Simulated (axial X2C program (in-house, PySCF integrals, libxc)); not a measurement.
# Nuclear properties of RuN⁻

Calculated with an in-house all-electron X2C program for linear molecules (integrals from PySCF): two-component X2C with atomic mean-field Coulomb and Gaunt terms, Gaussian nuclei, basis Ru dyall-acv3z, N dyall-av3z with contracted cores.

R = 1.556 Å (near the PBE0 minimum at charge -1 of the determinant lowest at the starting distance; the state shown can have its own minimum elsewhere).

Determinant lowest in the PBE0 search, Ω = 0 (closed shell), highest spinor 58% Ru s, 17% N p, 9% Ru p:

```json
{"level": "PBE0", "qzz Ru (a.u.)": "5.96", "qzz N (a.u.)": "-0.57"}
{"level": "HF", "qzz Ru (a.u.)": "7.29", "qzz N (a.u.)": "-0.38"}
{"level": "B3LYP", "qzz Ru (a.u.)": "5.91", "qzz N (a.u.)": "-0.57"}
{"level": "PBE", "qzz Ru (a.u.)": "5.60", "qzz N (a.u.)": "-0.57"}
{"level": "TPSSh", "qzz Ru (a.u.)": "5.71", "qzz N (a.u.)": "-0.56"}
```

Determinant 0.65 eV from it at PBE0 and this distance, Ω = 2 (⟨Sz⟩ = 1.00, ⟨Lz⟩ = 1.00 at PBE0), spin on the atoms Ru 0.86, N 0.13:

| level | Eeff magnitude (GV/cm) | Ws magnitude Ru (kHz) | A∥/gI Ru (MHz) | qzz Ru (a.u.) | A∥/gI N (MHz) | qzz N (a.u.) |
| --- | --- | --- | --- | --- | --- | --- |
| PBE0 | 1.57 | 0.481 | 1190 | 5.94 | 28.8 | -0.29 |
| HF | 3.96 | 1.04 | 748 | 7.12 | 12.3 | -0.39 |
| B3LYP | 1.56 | 0.468 | 1240 | 5.82 | 30.4 | -0.30 |
| PBE | 1.44 | 0.431 | 1270 | 5.45 | 28.1 | -0.32 |
| TPSSh | 1.47 | 0.453 | 1270 | 5.71 | 27.1 | -0.30 |

Eeff is the effective electric field on the electron electric dipole moment in this Ω state and Ws the scalar–pseudoscalar constant of the nucleus named (defined with the proton number Z and per Ω); A∥ (defined per Ω) follows by multiplying with gI = μI/(I μN); qzz is the electric field gradient, eQq0 = 234.96 MHz × Q/barn × qzz. The operators were transformed with the bare-nucleus X2C matrices; with these basis sets, hyperfine constants and field gradients can be off by tens of per cent, and where levels differ in sign neither size nor sign is settled.

Task: With Q(101Ru) = 0.457 barn, Q(14N) = 0.02044 barn (Q from Pyykkö, Mol. Phys. 2018), turn the PBE0 values of the first state into constants in MHz.

Result: eQq0(101Ru) = 234.96 × (0.457) × (5.96) = 640 MHz; eQq0(14N) = 234.96 × (0.02044) × (-0.57) = -2.74 MHz.

Each state is one determinant with collinear spin, which with several unpaired electrons need not be a pure state. Unrestricted Hartree–Fock can overshoot spin polarisation at the nuclei. For an anion, determinants above electron detachment, or with a positive highest level, are held by the basis set. With several open shells hyperfine constants can be off by a factor of several. Where Eeff spreads by more than a factor of two the levels disagree and none is to be relied on. Open-shell Ω = 0 determinants with evenly filled partner blocks cannot be reached by this program, so the Ω shown need not be the lowest component. At HF a later determinant lies lower. The search compared states at one distance, so a state with another bond length can lie lower. Further determinants of the search, some of them spin-mixed, are not shown. PBE0 term energies can be off by some tenths of an eV.
